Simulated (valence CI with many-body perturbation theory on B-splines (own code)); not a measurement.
Results of a calculation; reference values are marked as such.
## Nb²⁷⁺: what the settings do

Level of theory: configuration interaction combined with many-body perturbation theory (CI+MBPT): four valence electrons over a frozen Dirac-Fock core [Ne], radial functions for each j: 6 s, 6 p, 5 d, 3 f, 1 g, with the one-electron correlation potential Σ1, the two-electron term Σ2, the three-electron term Σ3, Breit, model QED; selected CI, second order for the rest, scaled by the run's own slope (own B-spline code, finite nucleus).

No measured spectrum was set against this ion. As an estimate, large intervals hold to a few tenths of a per cent, small ones and those within an open d or f shell to about a per cent.

The reference run has the lowest level (3s^2 3p1/2^2) J=0 and an ionisation energy of 1437.68 eV. Its largest variational space holds 9995 state functions.

Levels are named by their leading jj configuration (3d3/2^4 stands for four electrons in 3d with j = 3/2), which in mixed levels can hold well under half, so a name can repeat and another be missing. Letters in brackets count levels of one name in rising energy.

Changed runs:
A. size limit of the variational space 10000 → 3000
B. correlating orbitals by l 3 3 3 2 1 → 3 1 1 2 0; lowest core n in screening and Σ2 1 → 4
C. Davidson tolerance 2e-05 → 0.0003; orbitals per symmetry with explicit Σ2 and valence Breit (the others get mean screening factors) 5 → 2
D. Davidson iteration limit 60 → 1 (bad on purpose)

Excitation energies of the reference run in cm⁻¹, and shifts in cm⁻¹:

```csv
Level,Reference,A,C,D
(3s^2 3p1/2 3p3/2) J=1,141772,+0.4,+5.2,+557
(3s^2 3p1/2 3p3/2) J=2,175716,-0.4,+3.9,+650
(3s^2 3p3/2^2) J=2,343525,-1.1,+12,+641
(3s^2 3p3/2^2) J=0,424972,+0.1,+27,+11
(3s 3p1/2^2 3p3/2) J=2,655083,-2.3,-25,+445
(3s 3p1/2^2 3p3/2) J=1,774028,-1.2,-13,+508
(3s 3p1/2 3p3/2^2) J=2,812936,-3.7,-17,+623
(3s 3p1/2 3p3/2^2) J=3,860984,-5.3,-23,+708
(3s^2 3p1/2 3d3/2) J=2 [a],925776,-7.2,-31,+1040
(3s 3p1/2 3p3/2^2) J=0,935991,+0.3,-0.2,+13
(3s 3p1/2 3p3/2^2) J=1 [a],953551,-1.9,-3.3,+519
(3s^2 3p1/2 3d3/2) J=2 [b],1009030,-7.8,-28,+1100
Ionisation energy (eV),1437.68,-4e-05,+0.0073,+8e-05
```

Run B: It gave no result: the setting left no core shell for the response of the core. The program said: "need at least one array to concatenate".

Run D: The Davidson iterations stopped at their limit.
